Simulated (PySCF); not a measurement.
Computed shifts of a molecule C₃H₆BFO₂, PBE/pcSseg-1 run with PySCF, GIAO, gas phase, equivalent atoms averaged, in ppm (number of nuclei): ¹³C: 165.2 (1), 103.2 (1), 58.0 (1). ¹⁹F: -118.5 (1). ¹H: 5.55 (1), 4.88 (1), 4.23 (1), 3.83 (3). References: ¹³C against TMS (σ = 182.0 ppm); ¹⁷O against H2O (σ = 334.3 ppm); ¹¹B against BF3 (σ = 83.9 ppm); ¹⁹F against CFCl3 (σ = 133.6 ppm); ¹H against TMS (σ = 31.49 ppm), references at their B3LYP-D3(BJ)/def2-TZVP geometries, non-relativistic. Geometry: ωB97X-D3(BJ)/def2-SVP. Other conformers were not sampled.

Pick the molecule that these values belong to.
A) C=C(OC)B(O)F
B) OB1C[C@H](O)[C@H]1F
C) O=CB(CO)CF
D) FB1COCOC1

A, C=C(OC)B(O)F
